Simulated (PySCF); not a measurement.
These compounds are isomers of formula C$_{8}$H$_{8}$.

A. `C#C/C=C1C=C\1CC`
B. SMILES C#CC=C=CCC=C
C. SMILES C1=CC2C3C=CC1C23
D. `C1[C@H]2[C@@H](C(C#C)=C)[C@H]21`

Spectrum 1. $^{1}$H NMR (500 MHz, computed): δ 5.98 (m, 2H), 5.12 (m, 2H), 3.02 (m, 2H), 2.95 (m, 1H), 2.93 (m, 1H). $^{13}$C{$^{1}$H} NMR (computed): δ 137.6 (CH), 125.4 (CH), 56.1 (CH), 52.0 (CH), 45.7 (CH).

Spectrum 2. $^{1}$H NMR (500 MHz, computed): δ 7.98 (s, 1H), 4.66 (d, 1H), 2.70 (q, 2H), 2.20 (d, 1H), 1.45 (t, 3H). $^{13}$C{$^{1}$H} NMR (computed): δ 158.3 (C), 136.3 (C), 135.5 (CH), 87.8 (C), 79.6 (CH), 63.4 (CH), 23.5 (CH2), 12.8 (CH3).

Spectrum 3. $^{1}$H NMR (500 MHz, computed): δ 6.03 (m, 1H), 5.55 (m, 1H), 5.49 (m, 1H), 5.46 (m, 1H), 5.33 (m, 1H), 2.92 (m, 2H), 2.60 (d, 1H). $^{13}$C{$^{1}$H} NMR (computed): δ 229.2 (C), 146.3 (CH), 122.6 (CH2), 98.6 (CH), 89.5 (CH), 80.4 (C), 79.5 (CH), 41.5 (CH2).

Spectrum 4. $^{1}$H NMR (500 MHz, computed): δ 5.97 (br s, 1H), 5.65 (br s, 1H), 2.79 (m, 1H), 2.58 (s, 1H), 2.01 (m, 2H), 1.34 (m, 1H), 0.96 (m, 1H). $^{13}$C{$^{1}$H} NMR (computed): δ 134.1 (CH2), 130.4 (C), 89.2 (C), 86.8 (CH), 51.4 (CH), 27.7 (CH2), 6.9 (CH).

- structure optimised with GFN2-xTB
- shieldings: GIAO PBE0/pcSseg-1
- program: PySCF 2.14.0 with density-fitted response routines
- no solvent, equivalent nuclei averaged, no relativistic terms, one conformer

δ = σ(ref) − σ, references computed at the same level: TMS for $^{1}$H (σref 31.72), $^{13}$C (σref 186.93). Where no couplings were computed, multiplicities follow the n + 1 count of equivalent neighbours, and m marks all less simple cases (inequivalent or close neighbours, rings, F or P nearby). Shifts are as computed. Against solution values, carbons near 30 ppm lie about +3 ppm off and those near 130 ppm about +5 ppm. Of 1211 compounds with measured shifts, 218 miss one by over three times the rms of a fit or turn the order of signals round; such compounds aren't used in these exercises.

Question: Which spectrum belongs to which compound?

Answer: 1–C, 2–A, 3–B, 4–D.

- Spectrum 1 (C): 5 $^{13}$C signals; δC 137.6 is an alkene CH; δC 125.4 is an alkene CH.
- Spectrum 2 (A): 8 $^{13}$C signals; δC 158.3 is a fully substituted alkene carbon; δC 136.3 is a fully substituted alkene carbon.
- Spectrum 3 (B): 8 $^{13}$C signals; δC 229.2 is a central carbon of an allene; δC 146.3 is an alkene CH.
- Spectrum 4 (D): 7 $^{13}$C signals; δC 134.1 is a terminal =CH2 carbon; δC 130.4 is a fully substituted alkene carbon.
